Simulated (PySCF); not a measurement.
**Correlation energy of S (sulfur, neutral)**

[Ne] 3s2 3p3 3d1, high-spin 5D determinant (an excited configuration). Calculation: PySCF 2.14, in dyall-av3z (19s12p3d2f, 84 functions); scalar relativity by spin-free X2C-1e. Frozen: [Ne]; 6 electrons correlated; the 26 highest virtual orbitals of each spin left out.

```csv
level,correlation energy (mhartree)
CCSD,-118.60
(T),-3.91
CCSD(T),-122.51
```

Diagnostics: T1 = 0.0044, D1 = 0.0093, largest double amplitude 0.044.

The outer electron is Rydberg-like, and this basis confines it to a smaller radius and binds it less than a complete one would.

Cost of the coupled-cluster step: 4.5 s of wall time on 1 thread of Neoverse-V1 (shared host), for 6 correlated electrons.
